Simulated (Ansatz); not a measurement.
`[SeH][SiH2][SeH]` + H₂Se → `[SeH][SeH]` + `[SiH3][SeH]` at 298.15 K and 1 bar (ligand exchange at the Se–Si bond).

Computed with Ansatz on PBE0-D4/def2-TZVP structures; ΔE is electronic, products minus reactants. CBS: MP2 limit from def2 TZ/QZ plus the TZ coupled-cluster correction, frozen cores. For Se outer-core shells are correlated without core-valence functions, which leaves a few kJ/mol of doubt a bond. Scalar relativity is left out up to krypton. Each species was taken in one conformer, which may not be the lowest.

| species | CCSD(T)/CBS energy (Eh) | H − E (kJ/mol) | S (J/(mol·K)) |
| --- | --- | --- | --- |
| `[SeH][SiH2][SeH]` | -5092.94208 | 107.4 | 336.9 |
| H₂Se | -2401.89790 | 45.8 | 219.1 |
| `[SeH][SeH]` | -4802.61264 | 54.2 | 278.2 |
| `[SiH3][SeH]` | -2692.20088 | 99.8 | 286.6 |

H − E and S are ideal-gas, rigid-rotor, harmonic terms from PBE0-D4/def2-TZVP, for one conformer and one mirror image of each species. 1 Eh = 2625.50 kJ/mol, R = 8.31446 J/(mol·K).

By hand: ΔE, ΔH, ΔS and ΔG.

ΔE = (-4802.61264) + (-2692.20088) − (-5092.94208) − (-2401.89790) = 0.02646 Eh = 69.5 kJ/mol. Δ(H − E) = 54.2 + 99.8 − 107.4 − 45.8 = 0.8, so ΔH = 70.3 kJ/mol. ΔS = 278.2 + 286.6 − 336.9 − 219.1 = 8.8 J/(mol·K). ΔG = 70.3 − 298.15 × (8.8)/1000 = 67.7 kJ/mol.

By hand: the equilibrium constant, and the temperature at which ΔG would vanish if ΔH and ΔS stayed fixed.

log₁₀ K = −ΔG/(RT ln 10) = -11.9. ΔG = 0 at ΔH/ΔS = 7989 K, far beyond where these terms or the molecules hold.

The number of gas molecules stays the same, so ΔS is small and ΔH decides. A doubt of 5 kJ/mol in ΔE shifts log₁₀ K by 0.9 here. Other conformers and mirror images would add mixing entropy, several J/(mol·K) or more a flexible species. These are equilibria of isolated gas molecules and say nothing of rates. Largest T1 diagnostic: 0.009 (customary marks: 0.02 for closed shells, 0.045 for open ones).
